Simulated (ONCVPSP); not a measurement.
Varying the ONCV potential for Cu (Z = 29)

Base potential:

```json
{"Element": "Cu (Z = 29)", "Generator": "ONCVPSP 4.0.1", "Type": "optimised norm-conserving Vanderbilt (ONCV)", "Functional": "LDA (Perdew-Wang 92)", "Relativity": "scalar-relativistic", "Frozen core": "[Ne]", "Valence charge": "19", "Reference configuration": "3s2 3p6 3d9 (charge +2)", "Partial waves": "3s: rc 1.00 bohr, ncon 5, nbas 9, qcut 15.8 1/bohr, 2 projectors, debl 0.4 Ha; 3p: rc 1.20 bohr, ncon 4, nbas 7, qcut 9.5 1/bohr, 3 projectors, debl 1.8 Ha; 3d: rc 0.95 bohr, ncon 4, nbas 8, qcut 16.9 1/bohr, 2 projectors, debl 3.6 Ha; f scattering state at 0.17 Ha: rc 1.10 bohr, ncon 4, nbas 7, qcut 8.8 1/bohr, 1 projector", "Local potential": "polynomial inside 0.80 bohr (lpopt 3, dvloc0 -1 Ha)", "Core correction": "Teter function fitted to the true core (icmod 2), fcfact 0.65"}
```

In the s channel the program set the typed energies aside and used -5.137, 0.250 Ha. In the p channel the program set the typed energies aside and used -3.586, 0.250, 2.050 Ha.

Cutoffs, loose and tight: the cutoffs (Ha) at which the residual kinetic energy of the hardest occupied pseudo-wave falls to 1 and 0.1 mHa per electron. They do not see the model core or the augmentation charge, which bear on the density cutoff. Test errors are all-electron minus pseudo excitation energies from the reference, over the configurations 3s2 3p6 3d10 4s1; 3s2 3p6 3d10; 3s2 3p6 3d8; 3s1 3p6 3d10 4s1. A dash means not determined; rows that change the core or the reference have their own tests.

```tsv
change	outcome	cutoff, loose	cutoff, tight	bound ghosts	GHOST(+) flags above zero	largest test error (meV)
base	generated, projector energies reset by the program	109 Ha	122 Ha	none	none	+5.9
local potential polynomial inside 0.80 bohr (lpopt 3, dvloc0 -2.5 Ha)	generated, projector energies reset by the program	109 Ha	122 Ha	none	none	+5.7
local potential polynomial inside 0.80 bohr (lpopt 3, dvloc0 0 Ha)	generated, projector energies reset by the program	109 Ha	122 Ha	none	none	+6.2
local potential polynomial inside 0.80 bohr (lpopt 3, dvloc0 5 Ha)	generated, projector energies reset by the program	109 Ha	122 Ha	none	none	+4.0
local potential polynomial inside 0.80 bohr (lpopt 3, dvloc0 6.5 Ha)	generated, projector energies reset by the program	109 Ha	122 Ha	none	none	+4.6
local potential polynomial inside 0.80 bohr (lpopt 3, dvloc0 8.5 Ha)	generated, projector energies reset by the program	109 Ha	122 Ha	none	none	+4.9
```

What comes out with this change to the base: local potential polynomial inside 0.80 bohr (lpopt 3, dvloc0 3 Ha)?

outcome: generated, projector energies reset by the program; cutoff, loose: 109 Ha; cutoff, tight: 122 Ha; bound ghosts: none; GHOST(+) flags above zero: none; largest test error (meV): -21.

Reading the sweep of the dvloc0 (base included, trends over the rows without a ghost): The loose cutoff stays near 109 Ha. The median size of the test errors (rows with all tests solved) stays near 2.1 meV.
